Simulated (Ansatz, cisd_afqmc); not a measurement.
System: GeCl, charge 1, singlet. GeCl+ (parent SMILES [Cl][Ge], singlet).
B3LYP-D3(BJ)/def2-TZVP minimum from Ansatz (a first-principles code):
```
Cl
Ge 1 2.0768
```
Charge +1, spin multiplicity 1.

Total energies in def2-SVP, 10 correlated electrons, 19 frozen orbitals. Open shells are spin-unrestricted; no spin-orbit coupling. Cores are frozen in correlated methods (noble-gas shells, and filled d and f shells in the p block). No relativity. The Monte Carlo rows (phaseless AFQMC, CISD trial, step 0.005/hartree) carry one-sigma bars that omit the constraint's bias. Outlying blocks are dropped, and bars are widened where a walk drifts. Over all cases where full CI ran beside it in this data, AFQMC minus full CI had a median of +0.1 mEh and passed +0.4 mEh in a tenth of the cases. The spin of ClGe+ (parent SMILES [Cl][Ge], singlet) was assumed, and the state is the lowest solution found for it.

```json
[
 {"method": "HF", "program": "Ansatz", "energy (Eh)": "-2534.21441", "minus CCSDTQ (mEh)": "221.59"},
 {"method": "MP2", "program": "Ansatz", "energy (Eh)": "-2534.40445", "minus CCSDTQ (mEh)": "31.54"},
 {"method": "CCSD", "program": "Ansatz", "energy (Eh)": "-2534.42739", "minus CCSDTQ (mEh)": "8.61"},
 {"method": "CCSD(T)", "program": "Ansatz", "energy (Eh)": "-2534.43464", "minus CCSDTQ (mEh)": "1.35"},
 {"method": "CCSDT(Q)", "program": "Ansatz", "energy (Eh)": "-2534.43609", "minus CCSDTQ (mEh)": "-0.10"},
 {"method": "CCSDTQ", "program": "Ansatz", "energy (Eh)": "-2534.43599", "minus CCSDTQ (mEh)": "0.00"},
 {"method": "AFQMC/CISD", "program": "cisd_afqmc", "energy (Eh)": "-2534.4357 ± 0.0003", "minus CCSDTQ (mEh)": "0.3 ± 0.3"}
]
```

Rough core times of Ansatz's runs on a shared machine: CCSD(T) under 20 s, CCSDT(Q) under 20 s, CCSDTQ 2 min.
